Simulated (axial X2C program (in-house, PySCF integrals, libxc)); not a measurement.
**Levels of RbH⁻ by electron attachment to RbH (EOM-EA-CCSD)**

Computed with an in-house all-electron X2C program for linear molecules (integrals from PySCF): two-component X2C with atomic mean-field Coulomb and Gaunt terms, Gaussian nuclei, basis Rb dyall-acv3z, H dyall-av3z with contracted cores.

R = 2.357 Å (near the PBE0 minimum at charge 0 of the determinant lowest at the starting distance; the state shown can have its own minimum elsewhere).

Hartree–Fock spinors of RbH (one of each Kramers pair; a window near the gap, which can cut inner shells):

```
  ω  occupied  ε (eV)                    character
1/2       yes  -22.11                     98% Rb p
3/2       yes  -21.20                     99% Rb p
1/2       yes  -21.09                     97% Rb p
1/2       yes   -6.39   69% H s, 13% Rb s, 8% Rb p
1/2        no   -0.20           59% Rb s, 39% Rb p
1/2        no    0.13            98% Rb p, 2% Rb d
3/2        no    0.13            98% Rb p, 2% Rb d
1/2        no    0.18           68% Rb p, 30% Rb s
1/2        no    0.31  62% Rb s, 35% Rb p, 3% Rb d
1/2        no    0.46           88% Rb p, 12% Rb d
```

Levels of RbH⁻ obtained by attaching an electron to RbH:

```json
{"Ω": "1/2", "binding energy (eV)": "0.285", "above lowest (cm⁻¹)": "0", "attached spinor": "58% Rb sσ, 39% Rb pσ", "one-particle weight": "0.99"}
{"Ω": "1/2", "binding energy (eV)": "-0.117", "above lowest (cm⁻¹)": "3237", "attached spinor": "97% Rb pπ", "one-particle weight": "1.00"}
{"Ω": "3/2", "binding energy (eV)": "-0.118", "above lowest (cm⁻¹)": "3244", "attached spinor": "97% Rb pπ", "one-particle weight": "1.00"}
{"Ω": "1/2", "binding energy (eV)": "-0.141", "above lowest (cm⁻¹)": "3434", "attached spinor": "60% Rb pσ, 38% Rb sσ", "one-particle weight": "1.00"}
{"Ω": "1/2", "binding energy (eV)": "-0.292", "above lowest (cm⁻¹)": "4648", "attached spinor": "56% Rb sσ, 41% Rb pσ", "one-particle weight": "1.00"}
{"Ω": "1/2", "binding energy (eV)": "-0.428", "above lowest (cm⁻¹)": "5750", "attached spinor": "89% Rb pπ, 11% Rb dπ", "one-particle weight": "1.00"}
{"Ω": "3/2", "binding energy (eV)": "-0.431", "above lowest (cm⁻¹)": "5769", "attached spinor": "89% Rb pπ, 11% Rb dπ", "one-particle weight": "1.00"}
```

Negative binding energies belong to unbound states, resonances or levels that the basis set holds; within some tenths of an eV of zero the sign is not settled.

This point took 7.8 s on 1 thread of Intel(R) Xeon(R) 6975P-C (Granite Rapids), with other jobs on the host.

Reference electrons by ω block (each with its −ω partner): 1/2: 13, 3/2: 5, 5/2: 1. 10 electrons of RbH correlated (inner shells frozen), 92 natural virtual spinors (a truncated set); levels can be off by some tenths of an eV. Roots sought by Ω: (1/2: 5, 3/2: 4, 5/2: 2, 7/2: 1); rows need 60 % one-particle weight and stop where some Ω has no more roots. Missing are any skipped roots, higher Ω and states of a further excitation; these come out far too high here and may in truth be low or lowest. T1 of the reference 0.016 (Lee–Taylor). Number of frozen shells: Rb 3 s, 2 p, 1 d; H none.
